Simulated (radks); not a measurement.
The gadolinium ion Gd38+, 26 electrons, occupied as [Ar] 3d8.

All-electron calculation, Dirac Kohn-Sham, BLYP, spin-unpolarised, spherical densities, finite nucleus; open shells fill j = l - 1/2 first; Fermi nuclear charge, rms radius 5.1569 fm. Program: a radial shooting solver on a logarithmic mesh with Libxc functionals.

Energy parts (eV):
total: -280752.83
kinetic: 308011.41
electron-nucleus: -639463.21
Hartree: 55820.87
exchange-correlation: -5121.90

Orbitals (lengths in bohr, moments of r in powers of bohr; <r^-3> diverges for s and p1/2; r(90%) holds 90 % of the orbital's charge):
orbital	occ.	eigenvalue (eV)	<r>	r(90%)	<r^-3>	<r^4>
1s1/2	2	-51826.90	0.02190	0.0396	-	1.140e-06
2s1/2	2	-9993.438	0.09243	0.144	-	0.0001776
2p1/2	2	-9589.277	0.07716	0.127	-	0.0001096
2p3/2	4	-8888.126	0.08393	0.136	9980	0.0001435
3s1/2	2	-3420.261	0.2366	0.346	-	0.006085
3p1/2	2	-3250.574	0.2254	0.337	-	0.005398
3p3/2	4	-3095.409	0.2371	0.353	2291	0.006496
3d3/2	4	-2814.058	0.2079	0.321	390.7	0.004367
3d5/2	4	-2779.115	0.2115	0.326	347.8	0.004621

The highest occupied level is 3d5/2 at -2779.1 eV. For comparison, the ionisation energy in NIST's Atomic Spectra Database is 2827 eV (theoretical). In exact Kohn-Sham theory the highest level is minus the ionisation energy, but local and semilocal functionals leave it too shallow, through self-interaction and a potential that decays too fast; potentials with the right tail come closer. The density falls to 0.001 e/bohr^3 at r = 0.76 bohr.

Beside tabulated values, note that spin-unpolarised runs miss the spin-polarisation part of the exchange energy of open shells.
